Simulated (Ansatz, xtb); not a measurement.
## AlAsH2Si: where a starting geometry ends

The starting geometry of this gas-phase triplet was built from a drawn formula by distance geometry; its bonds are those of `[Al][As]=[SiH2]`.

```xyz
5

Al   -2.7781   -1.4959   -1.9622
As   -1.7934   -2.1825    0.0449
Si   -0.8756   -0.7603    0.7894
H    -0.1647   -0.9520    2.1132
H    -0.4066    0.4826    0.1274
```

Problem. Predict what becomes of its bonds when it is optimised with r2SCAN-D4/def2-SVP.

Solution. A new bond forms, giving a structure with H5 bridging Si3 and Al1, given below by its coordinates. Distances that change by over a tenth: Al1–H5 (3.73 → 1.90 Å), As2–Si3 (1.85 → 2.34 Å). Contacts that close: Al1–Si3 (3.43 → 2.60 Å).

The energy falls by 2.49 eV over 15 steps:

| step | E − E(last) (eV) |
| --- | --- |
| 1 | 2.491 |
| 3 | 0.529 |
| 4 | 0.378 |
| 6 | 0.284 |
| 7 | 0.225 |
| 9 | 0.086 |
| 10 | 0.024 |
| 12 | 0.002 |
| 13 | 0.000 |
| 15 | 0.000 |

Final geometry (Å):

```xyz
5

Al   -1.7347   -1.0140   -1.4459
As   -2.4232   -2.4738    0.2174
Si   -1.1948   -0.6740    1.0737
H     0.2258   -0.9397    1.5113
H    -0.8914    0.1935   -0.2438
```

From the same start GFN2-xTB ends elsewhere, differing in Al1–H5 (3.30 against 1.90 Å here).

The end wasn't checked by frequencies. Open shells are spin-unrestricted. The triplet needn't be the ground state. Run with Ansatz 0.2.0, 89 s on 1 thread of Intel(R) Xeon(R) 6975P-C (Granite Rapids) (shared host).
